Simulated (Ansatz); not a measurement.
Species: sum formula Si₂H₄F, net charge 0, doublet state. It need not be the lowest isomer of its formula. SMILES: F[SiH2][SiH2]
Geometry from a B3LYP-D3(BJ)/def2-TZVP (Ansatz, a program for electronic structure) optimisation:
```xyz
7

F     -1.5224    -0.8332    -0.5339
Si    -0.7300     0.2729     0.3301
Si     1.5482     0.1217    -0.1507
H     -1.2308     1.6104    -0.0595
H     -1.0562     0.0132     1.7525
H      2.2801     1.3812     0.1368
H      2.2545    -1.0301     0.4641
```
Charge 0, spin multiplicity 2.

Quantity: atomisation energy (electronic, to ground-state atoms); the coupled-cluster value holds the core correlation from cc-pwCVTZ, in eV. Valence correlation only, unless marked. UHF or UKS for open shells. Spin-orbit coupling is left out. Non-relativistic. CBS marks a two-point X^-3 extrapolation of the correlation energy; Hartree-Fock from the larger set.

Level to compare with: CCSD(T)/CBS(aug-cc-pV(T+d)Z,aug-cc-pV(Q+d)Z) plus the core term (Ansatz), 21.66 eV. It is a level with limits of its own, and the differences hold the functionals' basis error too.

Q: Rank these functionals by how close they come to CCSD(T)/CBS(aug-cc-pV(T+d)Z,aug-cc-pV(Q+d)Z), closest first: CAM-B3LYP/def2-TZVPD (Ansatz); r2SCAN/def2-TZVPD (Ansatz); PBE0/def2-TZVPD (Ansatz); BHLYP/def2-TZVPD (Ansatz).

A: r2SCAN/def2-TZVPD (meta-GGA, 21.62 eV, difference -0.04), CAM-B3LYP/def2-TZVPD (range-separated hybrid, 21.52 eV, difference -0.14), PBE0/def2-TZVPD (global hybrid, 21.14 eV, difference -0.52), BHLYP/def2-TZVPD (global hybrid, 21.00 eV, difference -0.66)
